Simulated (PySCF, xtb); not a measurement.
Si(H)3(NiPr2) (C6H17NSi), SMILES CC(C)N([SiH3])C(C)C.

GFN2-xTB in xtb 6.7.1 at its own geometry gives an orbital gap of 4.88 eV and a dipole moment of 1.22 D.

Coordinates come from a B3LYP-D3(BJ)/def2-SVP optimisation. The isomer is the one that the SMILES or the coordinates give; other isomers of the formula were not compared. Other conformers were not sampled.

Task: What does M06-2X/def2-SVP in PySCF give? (Estimate from the structure and the level; the computed values follow.)

Result: gap 9.13 eV (levels -7.40 and 1.73 eV), dipole 1.10 D.
